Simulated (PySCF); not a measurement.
**Exercise with solution: oscillator strength and radiative lifetime**

C5H7FO, SMILES O1C[C@@H](/C1=C/F)C.

Geometry: B3LYP-D3(BJ)/def2-SVP. The structure was generated by enumeration; whether it is a known compound was not checked.

TDA-CAM-B3LYP/def2-SVPD run with PySCF puts the first singlet state with f over 0.02 at 6.34 eV (vertical), with the transition dipole (-0.515, 0.112, 0.112) in atomic units.

Problem. Find the oscillator strength, the wavelength and the radiative lifetime that this transition would have in vacuum if emission retraced absorption.

Solution. 
|μ|² = 0.2903 au, so |μ| = 1.37 D. ΔE = 6.34/27.211 = 0.2330 hartree. f = (2/3) ΔE |μ|² = 0.045 (the program prints 0.045).
λ = 1239.84/6.34 = 196 nm; ν = 51136 cm⁻¹.
Einstein's coefficient A = 0.6670 ν² f s⁻¹ (ν in cm⁻¹) = 7.9e7 s⁻¹, so τ = 1/A = 13 ns. This state is S2; the lower singlet has f = 0.008. The figure is the radiative limit of this one transition; relaxation, internal conversion, crossing to triplets and a medium change what is measured.
